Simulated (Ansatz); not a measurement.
```yaml
crystal:
  periodic: [false, false, false]
  atoms:
    - {symbol: O, position_ang: [0.029204, 2.199297, 0.167680]}
    - {symbol: C, position_ang: [-0.939754, 1.459839, 0.079667]}
    - {symbol: B, position_ang: [-0.352417, 0.191185, 0.714844]}
    - {symbol: Ge, position_ang: [0.719194, -1.157724, -0.413556]}
    - {symbol: H, position_ang: [-1.891284, 1.796754, -0.367528]}
    - {symbol: H, position_ang: [-0.418678, 0.093658, 1.903055]}
    - {symbol: H, position_ang: [2.094873, -1.452033, 0.205880]}
    - {symbol: H, position_ang: [-0.070322, -2.482634, -0.440937]}
    - {symbol: H, position_ang: [0.917684, -0.694644, -1.866206]}
basis:
  gaussian: {orbitals: def2-SVP, point_charges: [{charge: -1.00, position_ang: [6.318, -0.231, -0.266]}]}
magnetization: {spin_polarized: true, initial_magnetization: 8}
hamiltonian: {xc: {name: rPW86-PBE}, dispersion: d3bjatm}
scf: {lower_state_search: light}
```

```sh
$ ansatz run in.yaml --threads 2 --pin off --events-out ev --progress --plain --max-ram 4352MiB
```

Shortened log:

```
Functional definition: rPW86-PBE
1096 factors; their error is unknown
mean field evaluation 1: about -60341.5147 eV, gradient 4.5e1 eV
mean field evaluation 2: about -60187.4712 eV, gradient 1.3e2 eV
mean field evaluation 4: about -60333.1880 eV, gradient 5.8e1 eV
mean field evaluation 8: about -60355.8393 eV, gradient 5.2e-1 eV
mean field evaluation 16: about -60355.7861 eV, gradient 2.6e-3 eV
mean field -60355.78605236 eV, -2218.0342268030 hartree, gradient 3.3e-5 eV, S^2 20.007154; 8 other end points of the search recorded, 0 dependent functions left out
reference -60355.78616331 eV, -2218.0342308803 hartree; 32, 24 occupied and 67, 75 virtual orbitals, 1096 factors
Total energy: -60355.94950469 eV, -2218.0402335653 hartree
```

In this input the spin is set far too high for this molecule. The calculation finished and met its thresholds. The result belongs to that input, not to the molecule as meant.
